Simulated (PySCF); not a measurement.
Species: C₆H₇F₂ (doublet state).
Geometry (GFN2-xTB, Å), atoms numbered from 1 in this order:
```xyz
15
C6H7F2 angstrom
C      3.222    0.230   -0.631
C      2.009    0.219   -0.737
C      0.654    0.208   -0.827
C     -0.225   -0.004    0.359
C     -1.254    1.125    0.495
C     -0.953   -1.351    0.222
F     -1.689   -1.616    1.330
F     -1.824   -1.338   -0.814
H      4.268    0.245   -0.558
H      0.181    0.356   -1.785
H      0.381   -0.070    1.269
H     -0.744    2.078    0.606
H     -1.881    0.956    1.368
H     -1.887    1.164   -0.389
H     -0.263   -2.195    0.070
```

The hyperfine couplings belong to this conformer and change with its torsions.

Identity: `[CH]=C=C[C@@H](C)C(F)F` [radical].

Method used: UKS B3LYP, pcH-1 on C F H, non-relativistic, mean-field spin-orbit, GIAO (PySCF). Isolated species at its GFN2-xTB geometry (one conformer only). Couplings are sensitive to structure, and on GFN2-xTB geometries they can be far from those on DFT ones. The SCF solution wasn't tested for stability.

Principal values of hyperfine tensors in MHz (contact and dipolar terms together), for some of the nuclei:

| atom | isotope | A1 | A2 | A3 |
| --- | --- | --- | --- | --- |
| C2 | 13C | -86.26 | -66.93 | -42.53 |
| C6 | 13C | 54.29 | 54.90 | 63.31 |
| H10 | 1H | -79.94 | -52.98 | -23.18 |
| C1 | 13C | -0.11 | 11.14 | 124.57 |
| H9 | 1H | -62.66 | -44.18 | -20.74 |
| C5 | 13C | 28.56 | 28.68 | 37.20 |
| C4 | 13C | -26.30 | -24.51 | -23.86 |
| F7 | 19F | 4.06 | 5.89 | 45.98 |

Q: Split each tensor into its isotropic and traceless parts, and turn a_iso into mT with g = 2.0027.

A: a_iso is a third of the trace, T = A − a_iso, and a(mT) = a(MHz)/(g × 13.996).

```
atom  a_iso (MHz)  a_iso (mT)      T1      T2     T3
  C2       -65.24      -2.327  -21.02   -1.69  22.71
  C6        57.50       2.051   -3.21   -2.60   5.81
 H10       -52.03      -1.856  -27.91   -0.95  28.86
  C1        45.20       1.612  -45.31  -34.05  79.37
  H9       -42.53      -1.517  -20.13   -1.65  21.78
  C5        31.48       1.123   -2.92   -2.80   5.72
  C4       -24.89      -0.888   -1.41    0.38   1.03
  F7        18.64       0.665  -14.58  -12.76  27.34
```

Q: What spin density at the nucleus of C2 lies behind its contact coupling (g_N = 1.40482)?

A: a_FC = (2μ0/3) gₑ μB g_N μN ρ(0)/(2S·h) = 800.24 MHz × g_N × ρ(0)/(2S), with ρ in bohr⁻³. With a_FC = -65.24 MHz and 2S = 1, ρ(0) = -0.05803 bohr⁻³.

Q: C3 (13C, g_N = 1.40482) isn't in the table. Its spin density at the nucleus is 0.0587 bohr⁻³. What is its contact coupling?

A: By the same relation, a_FC = 66.0 MHz. Its full tensor has the principal values 5.10, 6.06, 186.83 MHz.

Q: Name the largest traceless tensor T of the table and describe it.

A: C1: -45.3, -34.1, 79.4 MHz, rhombic: the two smaller values differ by 14 % of the largest.

Q: In a single crystal, with the field along each principal axis of the tensor of C2 in turn, what first-order splitting does this nucleus give (isotropic g, quadrupole terms neglected)?

A: 2 lines (I = 1/2), spaced by |A_i|/(g × 13.996): 3.08, 2.39, 1.52 mT along the axes of A1, A2 and A3.

Time: 1.8 min wall (with the writing of density and orbital grids); peak memory 0.96 GiB. Hardware: Arm Neoverse N1, one thread, on a shared host.

The SMILES draws the unpaired electron on C1; the largest computed Mulliken spin population is on C3 (0.77 against 0.56).
